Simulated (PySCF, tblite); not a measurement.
Isomers of C4H13N2PSi2, one GFN2-xTB conformer each. Single-point energies are computed at PBE0/pcSseg-1 (PySCF, gas phase, no added dispersion term), electronic only.

```tsv
SMILES	GFN2-xTB relative energy (kcal/mol)
N#C[C@@H](C[SiH3])CN[SiH2]P	19.0
CC[Si@@H](C#N)CN[SiH2]P	36.4
CC[C@H](C#N)[SiH2]N[SiH2]P	0.0
```

Conformers: `[N:1]#[C:2][C@@H:3]([CH2:4][SiH3:5])[CH2:6][NH:7][SiH2:8][PH2:9]` with C2–C3–C4–Si5 -64°, C2–C3–C6–N7 66°, C3–C6–N7–Si8 -97°, C6–N7–Si8–P9 -178°, N7–Si8–P9–H -170° and 97°; `[CH3:1][CH2:2][Si@@H:3]([C:4]#[N:5])[CH2:6][NH:7][SiH2:8][PH2:9]` with C1–C2–Si3–C4 176°, C2–Si3–C6–N7 64°, Si3–C6–N7–Si8 -131°, C6–N7–Si8–P9 175°, N7–Si8–P9–H -161° and 106°; `[CH3:1][CH2:2][C@H:3]([C:4]#[N:5])[SiH2:6][NH:7][SiH2:8][PH2:9]` with C1–C2–C3–C4 -64°, C2–C3–Si6–N7 168°, C3–Si6–N7–Si8 172°, Si6–N7–Si8–P9 -4°, N7–Si8–P9–H 173° and 81°.

Q: What does PBE0/pcSseg-1 give for the same structures?

A: 
```
                     SMILES  PBE0/pcSseg-1 E (Eh)  PBE0/pcSseg-1 (kcal/mol)  GFN2-xTB (kcal/mol)  point group
 CC[C@H](C#N)[SiH2]N[SiH2]P           -1189.36184                       0.0                  0.0           C1
    CC[Si@@H](C#N)CN[SiH2]P           -1189.34103                      13.1                 36.4           C1
N#C[C@@H](C[SiH3])CN[SiH2]P           -1189.31603                      28.7                 19.0           C1
```

Both levels put the same isomer lowest; measured from each level's own lowest isomer, the values differ by up to 23.3 kcal/mol (CC[Si@@H](C#N)CN[SiH2]P: 36.4 against 13.1). 

Q: Which frontier levels, dipoles and rotational constants go with these structures?

A: 
```json
{"SMILES": "CC[C@H](C#N)[SiH2]N[SiH2]P", "HOMO (eV, PBE0/pcSseg-1)": "-7.57", "LUMO (eV)": "-0.39", "dipole (D)": "2.52", "A, B, C (MHz)": "2102, 416.5, 360.6"}
{"SMILES": "CC[Si@@H](C#N)CN[SiH2]P", "HOMO (eV, PBE0/pcSseg-1)": "-6.94", "LUMO (eV)": "-0.21", "dipole (D)": "3.69", "A, B, C (MHz)": "1869, 403.8, 355.6"}
{"SMILES": "N#C[C@@H](C[SiH3])CN[SiH2]P", "HOMO (eV, PBE0/pcSseg-1)": "-7.10", "LUMO (eV)": "0.13", "dipole (D)": "3.71", "A, B, C (MHz)": "2607, 342.4, 325.5"}
```

Q: What happens when harmonic zero-point energies from GFN2-xTB frequencies are added?

A: 
```
                     SMILES  ZPE (kcal/mol)  electronic (kcal/mol)  with ZPE (kcal/mol)
 CC[C@H](C#N)[SiH2]N[SiH2]P            99.1                    0.0                  0.0
    CC[Si@@H](C#N)CN[SiH2]P            99.9                   13.1                 13.8
N#C[C@@H](C[SiH3])CN[SiH2]P            97.7                   28.7                 27.3
```

The zero-point energies span 2.2 kcal/mol. The order is unchanged.
